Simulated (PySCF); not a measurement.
In(vinyl)(OH)(OMe) (C3H7InO2), SMILES C=[CH][In]([OH])[O]C. Geometry optimised at PBE-D3(BJ)/def2-SVP. The def2 effective core potentials stand for the cores of In; spin–orbit coupling is left out. One conformer was computed; it need not be the lowest.

Question: Give the equilibrium geometry at PBE-D3(BJ)/def2-SVP (PySCF confirms it by a frequency run) as Cartesian coordinates in Å, and its point group. (The exact figures need the calculation; the answer reports its results.)

Answer: This is not unique; one that fits is point group Cs.
```xyz
13

In    -0.2379    -0.3497     0.0000
C     -1.5217     1.3654     0.0000
C     -1.0403     2.6228     0.0000
H     -2.6123     1.1928     0.0000
H     -1.7161     3.4984     0.0000
H      0.0387     2.8519     0.0000
O     -0.8087    -2.2854     0.0000
H      0.0007    -2.8341     0.0000
O      1.7993    -0.3023     0.0000
C      2.5197     0.9050     0.0000
H      2.3313     1.5454    -0.8988
H      3.6116     0.6782     0.0000
H      2.3313     1.5454     0.8988
```
